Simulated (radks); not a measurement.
Problem. All-electron atom: the krypton ion Kr+ in [Ar] 3d10 4s2 4p3 4f2 (not the ground configuration). Calculated with a radial shooting solver on a logarithmic mesh with Libxc functionals: scalar-relativistic Kohn-Sham, PBE, spin-unpolarised, spherical densities, point nucleus. Some entries of the table are withheld. Estimate them.

| orbital | occ. | eigenvalue (eV) | <r> (bohr) |
|---|---|---|---|
| 1s | 2 | -14190.40 | 0.04149 |
| 2s | 2 | -1895.663 | 0.1835 |
| 2p | 6 | -1679.730 | 0.1601 |
| 3s | 2 | -294.6858 | (1) |
| 3p | 6 | (2) | (3) |
| 3d | 10 | -112.0271 | 0.5534 |
| 4s | 2 | -49.3850 | 1.467 |
| 4p | 3 | -33.6503 | 1.670 |
| 4f | 2 | -3.1593 | (4) |

Solution. 
(1) 3s <r> (bohr): 0.5300
(2) 3p eigenvalue (eV): -225.8905
(3) 3p <r> (bohr): 0.5400
(4) 4f <r> (bohr): 6.422
